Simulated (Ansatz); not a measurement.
Start from `BC([SiH3])C#C` and change one atom or group to get `BC([SiH3])B[SiH3]`.

Ansatz, PBE0-D4/def2-TZVP geometries, multiplicity 1. Each molecule was computed in one conformer, which needn't be the lowest.

```csv
property,`BC([SiH3])C#C`
size of the dipole moment (B3LYP/def2-TZVPP) / D,0.82
LUMO energy (B3LYP/def2-TZVPP) / eV,-1.85
LUMO energy (PBE0/def2-TZVPP) / eV,-1.65
size of the dipole moment (PBE/def2-TZVPP) / D,0.89
HOMO–LUMO gap (PBE0/def2-TZVPP) / eV,5.79
size of the dipole moment (ωB97M-V/def2-TZVPP) / D,0.80
```

Task: What does the change do to each property? (An estimate is asked.)

Result: The calculation gave: 
```
                                          property  `BC([SiH3])B[SiH3]`  shift
  size of the dipole moment (B3LYP/def2-TZVPP) / D                 1.57   0.75
               LUMO energy (B3LYP/def2-TZVPP) / eV                -1.77   0.08
                LUMO energy (PBE0/def2-TZVPP) / eV                -1.63   0.02
    size of the dipole moment (PBE/def2-TZVPP) / D                 1.64   0.75
              HOMO–LUMO gap (PBE0/def2-TZVPP) / eV                 6.44   0.65
size of the dipole moment (ωB97M-V/def2-TZVPP) / D                 1.56   0.76
```

Dipoles are sizes alone; their direction can turn.

B3LYP here is the variant with VWN-RPA as its local correlation; programs differ in this.
